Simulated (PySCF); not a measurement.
Si(CCH)2(Me)(OH) (C5H6OSi), SMILES C#C[Si](C)(O)C#C. Atoms are numbered in the order given.

```xyz
13

C     -0.1761     1.4416     2.4634
C     -0.0777     0.7367     1.4760
Si     0.0677    -0.3520     0.0000
C     -1.2431    -1.6603     0.0000
O      1.5375    -1.1277     0.0000
C     -0.0777     0.7367    -1.4760
C     -0.1761     1.4416    -2.4634
H     -0.2640     2.0664     3.3348
H     -1.1452    -2.2943     0.8939
H     -1.1452    -2.2943    -0.8939
H     -2.2443    -1.2045     0.0000
H      2.3189    -0.5669     0.0000
H     -0.2640     2.0664    -3.3348
```
Charge 0, spin multiplicity 1.

Coordinates come from a PBE0-D3(BJ)/def2-SVP optimisation. Other conformers were not sampled.

The numbers are results of PBE0-D3(BJ)/def2-SVP run with PySCF, not measurements.

Frequencies are harmonic and unscaled.

Computed harmonic wavenumbers and intensities:
| mode | ν (cm⁻¹) | IR (km/mol) | moving atoms (share of kinetic energy) |
|---|---|---|---|
| 1 | 92 | 0.8 | C 72 %, H 18 % |
| 2 | 112 | 5.6 | C 46 %, H 38 %, O 16 % |
| 3 | 128 | 1.0 | C 52 %, H 23 %, Si 14 %, O 11 % |
| 4 | 143 | 0.6 | H 91 % |
| 5 | 181 | 2.8 | C 48 %, H 29 %, O 16 % |
| 6 | 237 | 1.4 | O 34 %, C 31 %, H 27 %, Si 8 % |
| 7 | 239 | 76.3 | H 72 %, C 21 % |
| 8 | 304 | 5.8 | C 78 %, H 19 % |
| 9 | 366 | 71.2 | C 57 %, O 27 %, H 13 % |
| 10 | 397 | 39.6 | C 80 %, H 10 % |
| 11 | 408 | 71.2 | C 74 %, H 12 %, Si 9 % |
| 12 | 557 | 19.3 | C 71 %, Si 11 %, H 9 %, O 9 % |
| 13 | 655 | 112.0 | C 43 %, Si 40 %, H 17 % |
| 14 | 741 | 21.9 | H 75 %, C 25 % |
| 15 | 741 | 17.4 | H 70 %, C 27 % |
| 16 | 748 | 61.2 | H 37 %, C 34 %, Si 28 % |
| 17 | 751 | 1.2 | H 75 %, C 25 % |
| 18 | 752 | 74.5 | H 73 %, C 25 % |
| 19 | 767 | 21.9 | H 65 %, O 18 %, C 16 % |
| 20 | 813 | 186.8 | H 59 %, C 22 %, Si 19 % |
| 21 | 860 | 326.1 | H 60 %, Si 18 %, O 14 % |
| 22 | 925 | 93.7 | Si 42 %, O 36 %, H 20 % |
| 23 | 1267 | 36.9 | H 76 %, C 23 % |
| 24 | 1422 | 4.4 | H 96 % |
| 25 | 1422 | 2.7 | H 96 % |
| 26 | 2166 | 30.1 | C 90 %, H 10 % |
| 27 | 2167 | 68.8 | C 90 %, H 10 % |
| 28 | 3066 | 0.1 | H 97 % |
| 29 | 3178 | 0.5 | H 91 %, C 9 % |
| 30 | 3179 | 0.7 | H 91 %, C 9 % |
| 31 | 3474 | 68.5 | H 86 %, C 14 % |
| 32 | 3474 | 31.4 | H 86 %, C 14 % |
| 33 | 3932 | 107.6 | H 94 % |
